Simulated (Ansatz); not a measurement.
Compare A (`[AlH2][CH2][CH2][GeH3]`) with its isomer B (`[CH3][GeH2][CH2][AlH2]`).

Computed with Ansatz on PBE0-D4/def2-TZVP structures; ΔE is electronic, products minus reactants. CBS: MP2 limit from def2 TZ/QZ plus the TZ coupled-cluster correction, frozen cores. DFT in def2-TZVPP. B3LYP here is the variant with VWN-RPA as its local correlation; programs differ in this. For Ge outer-core shells are correlated without core-valence functions, which leaves a few kJ/mol of doubt a bond. Scalar relativity is left out up to krypton. Each species was taken in one conformer, which may not be the lowest.

Task: Which isomer does CCSD(T)/CBS put lower? Give the gap. (Estimate.)

Result: Computed: B, by 63.8 kJ/mol.

Task: Give E(B) − E(A) in kJ/mol with r2SCAN-D4, PBE0-D4, HF/def2-TZVPP, B3LYP, B3LYP-D4, PBE-D4, MP2/def2-TZVPP. (An estimate is asked.)

Result: Computed: r2SCAN-D4 -68.1, PBE0-D4 -64.7, HF/def2-TZVPP -48.6, B3LYP -54.9, B3LYP-D4 -56.6, PBE-D4 -64.1, MP2/def2-TZVPP -68.0. None reverses the order clearly.

Largest T1 diagnostic: 0.011.

In def2-TZVPP, CCSD(T) changes the Hartree–Fock value by −16.1 kJ/mol (the triples alone add −2.6 kJ/mol) and MP2 by −19.4 kJ/mol.
